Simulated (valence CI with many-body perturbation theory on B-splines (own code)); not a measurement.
E1 line list for Ba42+

Method: configuration interaction combined with many-body perturbation theory (CI+MBPT): four valence electrons over a frozen Dirac-Fock core [Ne], a basis of 11 s, 11 p, 9 d, 7 f, 5 g, 2 h, 1 i functions for each j, with the one-electron correlation potential Σ1 (screened to all orders), the two-electron term Σ2, the three-electron term Σ3, Breit, model QED; selected single and double excitations, second order for the rest (own B-spline code, finite nucleus).

The last digits are not significant, and no measured levels were compared; by estimate large intervals hold to a few tenths of a per cent, small ones and those within an open d or f shell to about a per cent.

Lines 101 to 150 of 221 in falling wavelength, among levels below 38.592 Ry, chosen from the strongest by gf and those to the six lowest levels. Wavelengths and rates use the calculated energies. Electric multipoles are in the length gauge, E1 and E2 with the static RPA response of the core. Weak lines are less certain than strong ones. Lines between different terms over intervals too small for the method are left out, as are lines whose strength nearly cancels. The highest levels of a list are the least certain.

Levels are named by their leading jj configuration (3d3/2^4 stands for four electrons in 3d with j = 3/2), which in mixed levels can hold well under half, so a name can repeat and another be missing. Letters in brackets count levels of one name in rising energy.

| λ vac (Å) | Upper | Lower | A (s⁻¹) | log gf | Branch % |
| --- | --- | --- | --- | --- | --- |
| 64.89 | (3s 3p1/2 3p3/2 3d5/2) J=3 [b] | (3s 3p1/2 3p3/2^2) J=2 [a] | 5.06e+10 | -0.65 | 17.8 |
| 64.43 | (3s 3p1/2 3p3/2 3d5/2) J=2 [c] | (3s 3p1/2 3p3/2^2) J=1 [a] | 1.14e+11 | -0.45 | 37.2 |
| 63.74 | (3s 3p1/2 3p3/2 3d5/2) J=4 [c] | (3s 3p1/2 3p3/2^2) J=3 | 1.23e+11 | -0.17 | 58.5 |
| 63.65 | (3s 3p1/2 3p3/2 3d5/2) J=0 | (3s 3p1/2 3p3/2^2) J=1 [a] | 9.71e+10 | -1.23 | 21.8 |
| 63.63 | (3s 3p1/2^2 3d5/2) J=2 | (3s 3p1/2^2 3p3/2) J=2 | 2.48e+10 | -1.12 | 35.6 |
| 63.49 | (3s 3p1/2 3p3/2 3d5/2) J=2 [d] | (3s 3p1/2 3p3/2^2) J=2 [b] | 1.29e+10 | -1.41 | 2.2 |
| 62.98 | (3s 3p1/2 3p3/2^2) J=2 [a] | (3s^2 3p1/2 3p3/2) J=2 | 6.30e+09 | -1.73 | 3.2 |
| 62.78 | (3s 3p1/2 3p3/2 3d5/2) J=2 [a] | (3s^2 3p1/2 3d5/2) J=2 | 8.06e+10 | -0.62 | 48.8 |
| 62.50 | (3s 3p1/2 3p3/2 3d5/2) J=1 [a] | (3s^2 3p1/2 3d5/2) J=2 | 2.60e+10 | -1.34 | 9.0 |
| 62.46 | (3s 3p1/2 3p3/2 3d5/2) J=2 [d] | (3s 3p1/2 3p3/2^2) J=1 [a] | 2.80e+10 | -1.09 | 4.8 |
| 62.27 | (3s 3p1/2 3p3/2 3d5/2) J=1 [c] | (3s 3p1/2 3p3/2^2) J=0 | 2.01e+10 | -1.46 | 7.7 |
| 62.17 | (3s^2 3p3/2 3d5/2) J=3 | (3s^2 3p3/2^2) J=2 | 2.66e+11 | 0.03 | 95.8 |
| 62.14 | (3s 3p1/2 3p3/2 3d5/2) J=3 [c] | (3s 3p1/2 3p3/2^2) J=2 [a] | 2.14e+11 | -0.06 | 76.0 |
| 62.03 | (3s 3p1/2 3p3/2 3d5/2) J=3 [a] | (3s^2 3p1/2 3d5/2) J=3 | 3.67e+10 | -0.83 | 27.1 |
| 61.32 | (3s 3p1/2 3p3/2 3d5/2) J=1 [b] | (3s 3p1/2 3p3/2^2) J=2 [a] | 2.31e+10 | -1.41 | 13.7 |
| 61.27 | (3s 3p1/2 3p3/2^2) J=3 | (3s^2 3p1/2 3p3/2) J=2 | 8.27e+10 | -0.49 | 93.8 |
| 60.91 | (3s 3p1/2 3p3/2^2) J=2 [a] | (3s^2 3p1/2 3p3/2) J=1 | 1.88e+11 | -0.28 | 96.7 |
| 60.86 | (3s^2 3p3/2 3d5/2) J=1 | (3s^2 3p3/2^2) J=2 | 8.27e+10 | -0.86 | 44.4 |
| 60.37 | (3s 3p1/2 3p3/2 3d5/2) J=3 [a] | (3s^2 3p1/2 3d5/2) J=2 | 8.86e+09 | -1.47 | 6.5 |
| 60.19 | (3s 3p1/2 3p3/2 3d3/2) J=2 [a] | (3s 3p1/2^2 3p3/2) J=1 | 8.12e+10 | -0.66 | 65.4 |
| 60.15 | (3s 3p1/2 3p3/2 3d3/2) J=1 [c] | (3s^2 3p1/2 3d5/2) J=2 | 1.81e+10 | -1.53 | 5.8 |
| 59.97 | (3s 3p1/2 3p3/2 3d5/2) J=3 [d] | (3s 3p1/2 3p3/2^2) J=3 | 8.88e+10 | -0.47 | 22.7 |
| 59.81 | (3s 3p1/2 3p3/2 3d5/2) J=2 [c] | (3s 3p1/2 3p3/2^2) J=3 | 1.26e+10 | -1.47 | 4.1 |
| 59.50 | (3s 3p1/2 3p3/2 3d5/2) J=2 [b] | (3s^2 3p1/2 3d5/2) J=3 | 7.80e+10 | -0.68 | 33.5 |
| 59.28 | (3s 3p1/2 3p3/2 3d5/2) J=4 [b] | (3s^2 3p1/2 3d5/2) J=3 | 3.17e+10 | -0.82 | 39.1 |
| 59.26 | (3s^2 3d3/2^2) J=2 | (3s 3p1/2 3p3/2^2) J=2 [b] | 2.12e+10 | -1.25 | 2.3 |
| 59.15 | (3s 3p1/2 3p3/2 3d5/2) J=3 [b] | (3s^2 3p1/2 3d5/2) J=3 | 5.16e+10 | -0.72 | 18.2 |
| 58.77 | (3s 3p1/2 3p3/2 3d5/2) J=1 [c] | (3s 3p1/2 3p3/2^2) J=2 [a] | 6.89e+10 | -0.97 | 26.4 |
| 58.76 | (3s 3p1/2 3p3/2 3d5/2) J=2 [b] | (3s^2 3p1/2 3d3/2) J=1 | 1.63e+10 | -1.37 | 7.0 |
| 58.50 | (3s 3p1/2 3p3/2 3d3/2) J=2 [c] | (3s^2 3p1/2 3d3/2) J=2 | 1.11e+11 | -0.54 | 58.0 |
| 58.42 | (3s 3p1/2 3p3/2 3d5/2) J=3 [d] | (3s 3p1/2 3p3/2^2) J=2 [a] | 2.11e+10 | -1.12 | 5.4 |
| 58.26 | (3s 3p1/2 3p3/2 3d5/2) J=2 [c] | (3s 3p1/2 3p3/2^2) J=2 [a] | 2.11e+10 | -1.27 | 6.9 |
| 58.11 | (3s 3p1/2 3p3/2 3d5/2) J=2 [d] | (3s 3p1/2 3p3/2^2) J=3 | 9.73e+10 | -0.61 | 16.7 |
| 57.98 | (3s 3p1/2 3p3/2 3d5/2) J=2 [b] | (3s^2 3p1/2 3d5/2) J=2 | 3.89e+10 | -1.01 | 16.7 |
| 57.76 | (3s 3p1/2 3p3/2 3d3/2) J=1 [d] | (3s^2 3p1/2 3d3/2) J=1 | 8.70e+10 | -0.88 | 12.0 |
| 57.65 | (3s 3p1/2 3p3/2 3d3/2) J=0 [b] | (3s^2 3p1/2 3d3/2) J=1 | 1.44e+11 | -1.14 | 32.9 |
| 57.65 | (3s 3p1/2 3p3/2 3d5/2) J=3 [b] | (3s^2 3p1/2 3d5/2) J=2 | 7.28e+10 | -0.60 | 25.6 |
| 57.56 | (3s 3p1/2 3p3/2^2) J=0 | (3s^2 3p1/2 3p3/2) J=1 | 9.85e+10 | -1.31 | 100.0 |
| 57.08 | (3s 3p1/2 3p3/2^2) J=1 [a] | (3s^2 3p1/2 3p3/2) J=2 | 7.49e+09 | -1.96 | 4.4 |
| 57.06 | (3s 3p1/2^2 3p3/2) J=1 | (3s^2 3p1/2^2) J=0 | 1.04e+11 | -0.82 | 83.0 |
| 57.00 | (3s 3p1/2 3p3/2 3d3/2) J=2 [b] | (3s 3p1/2^2 3p3/2) J=1 | 6.29e+10 | -0.81 | 37.9 |
| 56.73 | (3s 3p1/2 3p3/2 3d5/2) J=4 [c] | (3s^2 3p1/2 3d5/2) J=3 | 7.61e+10 | -0.48 | 36.1 |
| 56.71 | (3s 3p1/2 3p3/2 3d3/2) J=2 [e] | (3s^2 3p1/2 3d3/2) J=1 | 2.28e+11 | -0.26 | 31.7 |
| 56.70 | (3s 3p1/2 3p3/2 3d3/2) J=2 [d] | (3s^2 3p1/2 3d3/2) J=2 | 1.78e+10 | -1.37 | 3.9 |
| 56.65 | (3s 3p1/2 3p3/2 3d5/2) J=2 [d] | (3s 3p1/2 3p3/2^2) J=2 [a] | 5.18e+10 | -0.90 | 8.9 |
| 56.24 | (3s 3p1/2 3p3/2^2) J=2 [b] | (3s^2 3p1/2 3p3/2) J=2 | 2.43e+11 | -0.24 | 89.7 |
| 56.13 | (3s 3p3/2^3) J=2 | (3s^2 3p3/2^2) J=2 | 4.22e+11 | 0.00 | 99.2 |
| 56.13 | (3p1/2^2 3p3/2^2) J=0 | (3s 3p1/2^2 3p3/2) J=1 | 1.55e+11 | -1.14 | 77.3 |
| 55.47 | (3s 3p1/2 3p3/2 3d5/2) J=3 [c] | (3s^2 3p1/2 3d5/2) J=2 | 4.12e+10 | -0.88 | 14.6 |
| 55.41 | (3s 3p1/2 3p3/2 3d5/2) J=1 [a] | (3s^2 3p1/2 3d3/2) J=2 | 1.66e+11 | -0.64 | 57.5 |
